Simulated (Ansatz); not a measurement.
**Which is lower?**

The two ends of one reaction step of CH7FGe, closed shell (PBE0-D4/def2-TZVP).

A:

```
10
angstrom
Ge -0.5798 0.6086 -0.6553
C 0.8883 -0.6666 -0.5647
H -0.2944 1.7485 -1.6453
H -0.7782 1.2821 0.7326
H -1.9086 -0.0712 -1.0180
H -0.5077 0.2531 2.0893
F -0.3318 -0.4213 2.7022
H 1.0160 -1.1578 -1.5299
H 1.8157 -0.1549 -0.3056
H 0.6806 -1.4205 0.1948
```

B:

```json
{"atom": "Ge1", "x (Å)": "-1.6386", "y (Å)": "1.3265", "z (Å)": "-0.0108"}
{"atom": "C2", "x (Å)": "1.6175", "y (Å)": "-1.2722", "z (Å)": "-0.0612"}
{"atom": "H3", "x (Å)": "-0.5843", "y (Å)": "1.0355", "z (Å)": "-1.0840"}
{"atom": "H4", "x (Å)": "-1.5696", "y (Å)": "2.7677", "z (Å)": "0.5077"}
{"atom": "H5", "x (Å)": "-3.0522", "y (Å)": "0.9267", "z (Å)": "-0.4495"}
{"atom": "H6", "x (Å)": "0.8522", "y (Å)": "-1.0398", "z (Å)": "0.6788"}
{"atom": "F7", "x (Å)": "-1.2491", "y (Å)": "0.3061", "z (Å)": "1.3487"}
{"atom": "H8", "x (Å)": "1.1464", "y (Å)": "-1.6540", "z (Å)": "-0.9672"}
{"atom": "H9", "x (Å)": "2.1817", "y (Å)": "-0.3703", "z (Å)": "-0.2995"}
{"atom": "H10", "x (Å)": "2.2958", "y (Å)": "-2.0265", "z (Å)": "0.3372"}
```

Computed with Ansatz 0.2.0 (basis: def2-TZVPP); correlated methods freeze the cores. Filled d shells of the heavier atoms are correlated. The def2 sets are not built for correlating such inner shells, so the correlated values are less sure here. B3LYP uses VWN-RPA correlation.

(1) Which structure is lower at CCSD(T), and by how much? (To be estimated.)

T1 diagnostic: at most 0.011.

Answers

(1) By the calculation: B, by 63.6 kJ/mol (electronic energy, against the other). By their contacts, A is a complex of CH₆Ge ([CH3][GeH3]) + HF and B is a complex of GeH₃F ([F][GeH3]) + CH₄.

All methods give the same order:

| method | E(B) − E(A) (kJ/mol) |
| --- | --- |
| SPW92 | -45.3 |
| PBE-D4 | -59.7 |
| BLYP-D4 | -72.8 |
| r2SCAN-D4 | -69.9 |
| B97M-V | -78.4 |
| PBE0-D4 | -60.0 |
| B3LYP-D4 | -72.3 |
| r2SCAN0-D4 | -66.9 |
| BHLYP-D4 | -76.2 |
| CAM-B3LYP-D4 | -74.8 |
| wB97X-V | -72.3 |
| wB97M-V | -68.6 |
| B2PLYP | -73.4 |
| PBE-QIDH | -62.3 |
| RPA on PBE | -67.7 |
| HF | -95.0 |
| MP2 | -61.6 |
| CCSD | -66.4 |
| CCSD(T) | -63.6 |

Labels in which every atom is bracketed show which atoms are joined, not bond orders.

For scale, one of the runs: CCSD(T)/def2-TZVPP, 208 basis functions, launched by `ansatz run in.yaml --threads 4 --pin off --events-out ev --progress --plain --max-ram 9574MiB`. The run took 53 s on 4 CPU threads of an Arm Neoverse V2 (shared host), with 2.9 GiB of host memory at its peak.
